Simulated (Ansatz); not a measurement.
Cost and result for the atomization energy of C₄H₉NSeSi, SMILES `C=C([SiH3])CC(N)=[Se]` (16 atoms, 15 bonds).

```tsv
atom	x (Å)	y (Å)	z (Å)
C1	-0.790	1.792	-0.250
C2	-0.606	0.475	-0.346
Si3	-0.162	-0.305	-1.994
C4	-0.750	-0.421	0.856
C5	0.558	-1.015	1.324
N6	1.582	-0.167	1.322
Se7	0.700	-2.716	1.876
H8	-0.687	2.451	-1.107
H9	-1.072	2.262	0.691
H10	-0.067	0.771	-3.014
H11	-1.213	-1.281	-2.384
H12	1.135	-1.023	-1.899
H13	-1.165	0.148	1.698
H14	-1.434	-1.247	0.659
H15	2.486	-0.486	1.629
H16	1.483	0.761	0.941
```

Total charge 0; spin multiplicity 1. Correlated methods include outer-core shells of Se, which these sets cover unevenly. Scalar relativity is left out up to krypton. The structure was optimised at the PBE0-D4/def2-TZVP level. It is one conformer, not always the lowest. Program: Ansatz. All runs use 2 threads of an AMD EPYC 7R13 on a shared host and a share of an NVIDIA H100 80 GB. Times are those of one run each, without the atoms' runs, and a repeat can differ threefold. Electronic energies, without spin–orbit coupling; frozen cores. CCSD(T)/CBS adds CCSD(T) − MP2 in def2-TZVPP to the MP2 limit, and its time is that of the two runs behind it. T1 = 0.015. With those shells the extrapolation isn't a true limit. B3LYP takes the VWN-RPA correlation (the form of Gaussian; ORCA's B3LYP/G).

CCSD(T)/CBS is a level of theory with its own doubt, some kJ/mol a heavy atom from the limit and from the frozen cores, so smaller differences don't rank the functionals.

```json
{"level": "PBE-D4/def2-TZVPP (with forces)", "functions": "371", "wall time": "5.5 s", "atomization (kcal/mol)": "1487.2", "difference from CCSD(T)/CBS": "38.2", "per bond": "2.5"}
{"level": "PBE0-D4/def2-TZVPP", "functions": "371", "wall time": "5.5 s", "atomization (kcal/mol)": "1459.5", "difference from CCSD(T)/CBS": "10.5", "per bond": "0.7"}
{"level": "revPBE-D4/def2-TZVPP", "functions": "371", "wall time": "7 s", "atomization (kcal/mol)": "1453.2", "difference from CCSD(T)/CBS": "4.2", "per bond": "0.3"}
{"level": "ωB97M-V/def2-TZVPP (with forces)", "functions": "371", "wall time": "7 s", "atomization (kcal/mol)": "1451.8", "difference from CCSD(T)/CBS": "2.8", "per bond": "0.2"}
{"level": "BLYP-D4/def2-TZVPP", "functions": "371", "wall time": "7.5 s", "atomization (kcal/mol)": "1453.6", "difference from CCSD(T)/CBS": "4.6", "per bond": "0.3"}
{"level": "BHLYP-D4/def2-TZVPP", "functions": "371", "wall time": "7.5 s", "atomization (kcal/mol)": "1409.7", "difference from CCSD(T)/CBS": "-39.3", "per bond": "-2.6"}
{"level": "ωB97X-V/def2-TZVPP", "functions": "371", "wall time": "7.5 s", "atomization (kcal/mol)": "1453.2", "difference from CCSD(T)/CBS": "4.2", "per bond": "0.3"}
{"level": "CCSD(T)/def2-SVP", "functions": "165", "wall time": "8 s", "atomization (kcal/mol)": "1372.1", "difference from CCSD(T)/CBS": "-76.9", "per bond": "-5.1"}
{"level": "r2SCAN-D4/def2-TZVPP (with forces)", "functions": "371", "wall time": "9 s", "atomization (kcal/mol)": "1453.8", "difference from CCSD(T)/CBS": "4.8", "per bond": "0.3"}
{"level": "B3LYP-D4/def2-TZVPP (with forces)", "functions": "371", "wall time": "9 s", "atomization (kcal/mol)": "1453.6", "difference from CCSD(T)/CBS": "4.6", "per bond": "0.3"}
{"level": "MP2/def2-QZVPP", "functions": "714", "wall time": "17 s", "atomization (kcal/mol)": "1454.6", "difference from CCSD(T)/CBS": "5.6", "per bond": "0.4"}
{"level": "CCSD(T)/def2-TZVPP", "functions": "371", "wall time": "30 s", "atomization (kcal/mol)": "1409.5", "difference from CCSD(T)/CBS": "-39.5", "per bond": "-2.6"}
{"level": "CCSD(T)/CBS(def2)", "functions": "–", "wall time": "47 s", "atomization (kcal/mol)": "1449.0", "difference from CCSD(T)/CBS": "0.0", "per bond": "0.0"}
```

Leaving LDA and LC-ωPBE aside and taking each functional with its dispersion term where it has one, the values spread over 77.6 kcal/mol, from BHLYP-D4 to PBE-D4. LDA lies +192.2 kcal/mol from PBE without D4, its usual overbinding. From r2SCAN to r2SCAN0 (25 % exact exchange), in def2-TZVPP and without D4, the atomization energy moves by −22.8 kcal/mol: exact exchange takes away binding that semilocal exchange gives to molecules. At CCSD(T), def2-SVP lies −76.9 kcal/mol from the extrapolated value and def2-TZVPP −39.5 kcal/mol: correlation converges slowly with the basis, and small sets miss more of it in the bonded molecule than in its fragments.

For some Ge, Se and Sn compounds the MP2-based and the directly extrapolated limit differ by 10 to 25 kJ/mol.
